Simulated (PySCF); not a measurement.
## [AsF2]+, singlet: molecular constants

These are results of PySCF, PBE0, basis As def2-TZVP, F def2-TZVP (no relativity, density fitting), not measurements.

The structure is a minimum.

```
Point group                                                                   : C2v
Bond lengths                                                                  : As–F 1.656 Å (×2)
Bond angles                                                                   : F–As–F 98.4°
Dipole moment about the centre of mass                                        : 2.64 D
Enthalpy at 298.15 K above 0 K                                                : 11.36 kJ/mol
Rotational symmetry number                                                    : 2
Principal quadrupole moments (Buckingham, traceless) about the centre of mass : -2.06, -0.20, 2.26 D Å
Entropy at 298.15 K and 1 bar                                                 : 267.6 J/(mol K)
Heat capacity Cp at 298.15 K                                                  : 45.2 J/(mol K)
Highest occupied level                                                        : -18.50 eV
Zero-point energy                                                             : 11.8 kJ/mol
Lowest empty level                                                            : -11.60 eV
Rotational constants                                                          : 0.5711, 0.2821, 0.1888 cm⁻¹
Principal polarisabilities                                                    : 16.4, 19.9, 23.7 bohr³
```

Harmonic modes (masses in u: As 74.922, F 18.998):
| symmetry | ω (cm⁻¹) | IR (km/mol) | μ (u) |
| --- | --- | --- | --- |
| a1 | 304 | 14.6 | 21.45 |
| b2 | 830 | 116 | 22.84 |
| a1 | 845 | 60.6 | 22.01 |

In C2v the vibrations span 2a1 + b2. Here b1 is antisymmetric to the molecular plane and b2 lies in it.

Charges (e):
```tsv
atom	Mulliken	Löwdin	polar tensor	Mayer order to As1
As1	1.31	1.03	1.81	–
F2,3	-0.16	-0.01	-0.40	1.26
```

Mulliken populations on As1: s 7.89, p 13.41, d 10.30, f 0.10.

Outer orbital energies (eV). occupied: -25.98, -22.20, -21.26, -21.14, -20.10, -19.73, -18.50; empty: -11.60, -7.92, -6.96, 0.00.

Counting electrons, arsenic keeps 2 of its valence electrons outside its bonds, so the VSEPR class is AX2E1 and the expected shape is bent (C2v), as computed.

Other isomers or separated fragments may lie lower.

The final relaxation and frequency run took 37 s on 2 threads of a shared Arm Neoverse N1 host, with 110 basis functions and 10 gradients; the process peaked at 0.96 GiB. Launch command: `OMP_NUM_THREADS=2 python axn.py task.json out`.
